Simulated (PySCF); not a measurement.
First SCF of a structure search on singlet OsSI₂, at a hand-made T-shaped (ligand arrangement 2) geometry. PySCF input:

```python
from pyscf import gto, scf, dft
mol = gto.M(atom='''
Os     0.000000     0.000000     0.000000
S      0.000000     0.000000     2.100000
I      2.618400     0.000000     0.091400
I     -2.618400     0.000000     0.091400''',
    basis={'Os': 'def2-SVP', 'S': 'def2-SVP', 'I': 'def2-SVP'},
    ecp={'Os': 'def2-SVP', 'I': 'def2-SVP'},
    charge=0, spin=0)
mf = dft.RKS(mol, xc='PBE')
mf.grids.atom_grid = (50, 194)
aux = {'Os': 'def2-universal-JKFIT', 'S': 'def2-universal-JKFIT', 'I': 'def2-universal-JKFIT'}
mf = mf.density_fit(auxbasis=aux)
mf.conv_tol = 1e-08
mf.diis_space = 10
mf.max_cycle = 60
mf.init_guess = 'huckel'
mf.verbose = 4
mf.kernel()
```

Excerpt of the output (cycles and frontier levels); where DIIS stalls, ADIIS, DIIS with a small level shift and a second-order solver take over in turn:

```
init E= -1082.69457991053
  HOMO = -0.276894260422931  LUMO = -0.236779860174745  gap/eV = 1.09157
cycle= 1 E= -1074.13365341979  delta_E= 8.56  |g|= 5.36  |ddm|= 9.13
  HOMO = 0.146543070216451  LUMO = 0.22244465896526  gap/eV = 2.06539
cycle= 2 E= -1018.20358221806  delta_E= 55.9  |g|= 7.66  |ddm|= 24.2
  HOMO = -0.355923097136241  LUMO = -0.243049775017625  gap/eV = 3.07144
cycle= 3 E= -1077.16083455547  delta_E=  -59  |g|= 4.02  |ddm|=   23
  HOMO = -0.183099922951854  LUMO = -0.173963470626486  gap/eV = 0.24862
cycle= 4 E= -1077.4311686739  delta_E= -0.27  |g|= 3.97  |ddm|= 5.57
  HOMO = -0.146621832179118  LUMO = -0.0569095619461398  gap/eV = 2.44120
cycle= 5 E= -1082.18725854578  delta_E= -4.76  |g|= 2.15  |ddm|=  6.5
  HOMO = -0.164548614125949  LUMO = -0.152131283721724  gap/eV = 0.33789
cycle= 6 E= -1082.83125579023  delta_E= -0.644  |g|= 1.75  |ddm|= 3.74
  HOMO = -0.19527971534191  LUMO = -0.179785453746933  gap/eV = 0.42162
... 92 lines left out ...
  HOMO = -0.199990320969824  LUMO = -0.195378239471517  gap/eV = 0.12550
cycle= 55 E= -1083.95631652783  delta_E= -0.025  |g|= 0.39  |ddm|= 0.591
  HOMO = -0.199885985696484  LUMO = -0.195262279935114  gap/eV = 0.12582
cycle= 56 E= -1083.95132378161  delta_E= 0.00499  |g|= 0.412  |ddm|= 0.434
cycle= 57 E= -1083.96477942684  delta_E= -0.0135  |g|= 0.387  |ddm|= 0.629
cycle= 58 E= -1083.99937513205  delta_E= -0.0346  |g|= 0.211  |ddm|= 2.68
cycle= 59 E= -1083.99475563971  delta_E= 0.00462  |g|= 0.216  |ddm|= 1.02
  HOMO = -0.198572307105266  LUMO = -0.195870404363298  gap/eV = 0.07352
cycle= 60 E= -1083.99766901276  delta_E= -0.00291  |g|=  0.2  |ddm|= 2.26
SCF not converged.
init E= -1082.69457991053
  HOMO = -0.276894260422931  LUMO = -0.236779860174745  gap/eV = 1.09157
cycle= 1 E= -1074.13365341979  delta_E= 8.56  |g|= 5.36  |ddm|= 9.13
  HOMO = 0.146543070216451  LUMO = 0.22244465896526  gap/eV = 2.06539
cycle= 2 E= -1018.20358221806  delta_E= 55.9  |g|= 7.66  |ddm|= 24.2
  HOMO = 0.0878237483348774  LUMO = 0.113624247726809  gap/eV = 0.70207
cycle= 3 E= -1073.85760609648  delta_E= -55.7  |g|= 4.05  |ddm|= 21.7
  HOMO = -0.27991036320811  LUMO = -0.261684484130676  gap/eV = 0.49595
cycle= 4 E= -1083.24750670965  delta_E= -9.39  |g|= 1.34  |ddm|= 21.1
  HOMO = -0.0536241603314028  LUMO = -0.0315800106108899  gap/eV = 0.59985
cycle= 5 E= -1077.71172312424  delta_E= 5.54  |g|= 3.44  |ddm|= 7.18
  HOMO = -0.0454658817271684  LUMO = -0.0289334548376537  gap/eV = 0.44987
cycle= 6 E= -1082.93331052976  delta_E= -5.22  |g|= 1.86  |ddm|= 6.23
  HOMO = -0.259613342815446  LUMO = -0.127805812385082  gap/eV = 3.58667
cycle= 7 E= -1080.65541660961  delta_E= 2.28  |g|= 3.03  |ddm|= 4.64
  HOMO = -0.196194269884981  LUMO = -0.181620571769238  gap/eV = 0.39657
cycle= 8 E= -1083.69526419407  delta_E= -3.04  |g|= 1.01  |ddm|= 2.33
cycle= 9 E= -1083.45297634285  delta_E= 0.242  |g|= 1.36  |ddm|= 2.91
  HOMO = -0.203326390498968  LUMO = -0.201031983117514  gap/eV = 0.06243
cycle= 10 E= -1083.97326922394  delta_E= -0.52  |g|= 0.327  |ddm|= 1.34
  HOMO = -0.181403437063917  LUMO = -0.174503402397168  gap/eV = 0.18776
cycle= 11 E= -1083.91731036798  delta_E= 0.056  |g|= 0.549  |ddm|= 2.72
cycle= 12 E= -1083.95313556085  delta_E= -0.0358  |g|= 0.402  |ddm|= 0.635
cycle= 13 E= -1083.94942196515  delta_E= 0.00371  |g|= 0.386  |ddm|= 2.62
  HOMO = -0.191305100764985  LUMO = -0.190297509976415  gap/eV = 0.02742
cycle= 14 E= -1083.97301578086  delta_E= -0.0236  |g|= 0.393  |ddm|= 2.66
cycle= 15 E= -1083.9706909051  delta_E= 0.00232  |g|= 0.242  |ddm|= 2.67
cycle= 16 E= -1083.99820930157  delta_E= -0.0275  |g|= 0.224  |ddm|= 2.67
cycle= 17 E= -1083.99310284381  delta_E= 0.00511  |g|= 0.21  |ddm|= 2.67
cycle= 18 E= -1083.98137181246  delta_E= 0.0117  |g|= 0.285  |ddm|= 0.182
cycle= 19 E= -1083.97276989878  delta_E= 0.0086  |g|= 0.238  |ddm|=  2.6
cycle= 20 E= -1083.99982605739  delta_E= -0.0271  |g|= 0.212  |ddm|= 2.67
SCF not converged.
init E= -1083.99982605739
  HOMO = -0.124356002106608  LUMO = -0.121368480238892  gap/eV = 0.08129
cycle= 1 E= -1083.23506865201  delta_E= 0.765  |g|= 1.57  |ddm|= 2.73
  HOMO = -0.0393051608058227  LUMO = -0.0280175239054065  gap/eV = 0.30715
cycle= 2 E= -1077.10165035453  delta_E= 6.13  |g|= 5.05  |ddm|= 5.22
  HOMO = -0.156450972433432  LUMO = -0.0855419973524842  gap/eV = 1.92953
cycle= 3 E= -1082.19744376591  delta_E= -5.1  |g|= 2.37  |ddm|= 2.46
  HOMO = -0.177123933057648  LUMO = -0.118996952272554  gap/eV = 1.58172
cycle= 4 E= -1083.32099477721  delta_E= -1.12  |g|= 1.25  |ddm|= 1.42
  HOMO = -0.206495905330789  LUMO = -0.191578231502683  gap/eV = 0.40593
cycle= 5 E= -1083.20206055821  delta_E= 0.119  |g|= 1.68  |ddm|= 3.08
  HOMO = -0.13522512719508  LUMO = -0.1284325522583  gap/eV = 0.18484
cycle= 6 E= -1082.87355073778  delta_E= 0.329  |g|= 1.85  |ddm|= 2.68
  HOMO = -0.222925517313373  LUMO = -0.0338715141945171  gap/eV = 5.14442
... 39 lines left out ...
  HOMO = -0.184721937689494  LUMO = -0.113137794520968  gap/eV = 1.94790
cycle= 27 E= -1084.01737895311  delta_E= -2.07e-07  |g|= 0.00122  |ddm|= 0.00187
  HOMO = -0.184726333212173  LUMO = -0.113139579298009  gap/eV = 1.94797
cycle= 28 E= -1084.01737915863  delta_E= -2.06e-07  |g|= 0.00121  |ddm|= 0.00137
  HOMO = -0.184725426194972  LUMO = -0.113139623280641  gap/eV = 1.94795
cycle= 29 E= -1084.01737942057  delta_E= -2.62e-07  |g|= 0.00108  |ddm|= 0.00115
  HOMO = -0.184729006075333  LUMO = -0.113167066616274  gap/eV = 1.94730
cycle= 30 E= -1084.01737991629  delta_E= -4.96e-07  |g|= 0.000529  |ddm|= 0.00158
SCF not converged.
  HOMO = -0.208616076647154  LUMO = -0.204787600612624  gap/eV = 0.10418
macro= 0  E= -1084.01738019827  delta_E= -2.81983e-07  |g|= 7.03389e-05  2 KF 11 JK
macro= 1  E= -1084.01738019827  delta_E= 9.09495e-13  |g|= 1.57005e-05  1 KF 2 JK
macro X = 2  E=-1084.01738019827  |g|= 1.57005e-05  total 4 KF 16 JK
converged SCF energy = -1084.01738019827
```

No lower solution of this spin was found by a stability analysis within the restricted form, which does not test spin polarisation.

Stability towards spin polarisation was not tested. With an element this heavy the missing spin–orbit coupling can shift these numbers.

The search for the lowest solution, with the stability check, took 35 s on 2 threads of a shared Arm Neoverse V1 host, with 102 basis functions; the process peaked at 0.32 GiB. Launch command: `OMP_NUM_THREADS=2 python axn.py task.json out`.
